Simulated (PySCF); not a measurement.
Cartesian coordinates in Å; atom numbers follow the order of the lines, from 1:
```xyz
17

C     0.3976    2.0302    0.3193
Si   -0.5165    0.7438   -0.7302
C    -2.0906    0.0269   -0.0249
C    -1.9161   -1.2771    0.2182
O    -0.7564   -1.8991   -0.0305
C     0.2570   -1.0434   -0.5634
C     1.4449   -1.0415    0.3100
N     2.5654   -0.6613   -0.1199
H     1.4444    2.0773    0.0335
H     0.3523    1.7930    1.3791
H    -0.0319    3.0171    0.1809
H    -0.5517    1.1346   -2.1458
H    -3.0297    0.5057    0.1773
H    -2.6550   -1.9533    0.6278
H     0.5267   -1.4196   -1.5516
H     1.2372   -1.3568    1.3431
H     3.3154   -0.6643    0.5673
```

[PySCF 2.14: geometry: GFN2-xTB; NMR shieldings at PBE0/pcSseg-1/GIAO; non-relativistic Hamiltonian; one averaged value for each set of equivalent atoms; a single conformation; no solvent]

References, each an isolated molecule treated in the same way: 13C (σref 186.93) and 1H (σref 31.72) and 29Si (σref 349.16) vs TMS; 17O (σref 336.08) vs H2O; 15N (σref 267.73) vs NH3.

| atoms | nucleus | count | Hirshfeld charge | δ (ppm) |
| --- | --- | --- | --- | --- |
| H16 | 1H | 1 | 0.04 | ? |
| Si2 | 29Si | 1 | 0.37 | -6.2 |
| H12 | 1H | 1 | -0.08 | ? |
| N8 | 15N | 1 | -0.24 | 343.9 |
| H9/H10/H11 | 1H | 3 | 0.04 | 0.28 |
| C1 | 13C | 1 | -0.21 | -2.2 |
| C3 | 13C | 1 | -0.21 | 94.5 |
| H13 | 1H | 1 | 0.04 | 4.86 |
| H17 | 1H | 1 | 0.11 | ? |
| C7 | 13C | 1 | 0.05 | ? |
| O5 | 17O | 1 | -0.11 | ? |
| H15 | 1H | 1 | 0.05 | 5.00 |
| C6 | 13C | 1 | -0.04 | 78.6 |
| H14 | 1H | 1 | 0.06 | 7.23 |
| C4 | 13C | 1 | 0.04 | 171.6 |

Estimate the values marked ?.

Answers


- C7: 182.8 ppm, carbon bonded to C, N, H
- H17: 10.78 ppm, hydrogen on a nitrogen bonded to C
- H16: 8.46 ppm, hydrogen on a carbon bonded to C, N
- H12: 5.22 ppm, hydrogen on a silicon bonded to 3 C
- O5: 165.7 ppm, oxygen bonded to 2 C

Exchangeable OH/NH protons stand at their gas-phase positions; hydrogen bonding in a real sample shifts them, mostly to higher δ. Shifts are as computed. Against solution values, carbons near 30 ppm lie about +3 ppm off and those near 130 ppm about +5 ppm. Of 1211 compounds with measured shifts, 218 miss one by over three times the rms of a fit or turn the order of signals round; such compounds aren't used in these exercises. Experimental scales use liquid or dissolved standards, which lie at an offset from isolated NH3 (liquid NH3: subtract about 20 ppm) and H2O (liquid H2O: subtract about 36 ppm). Unscaled 15N shifts of sp2 nitrogen come out 20 to 40 ppm too high even then.
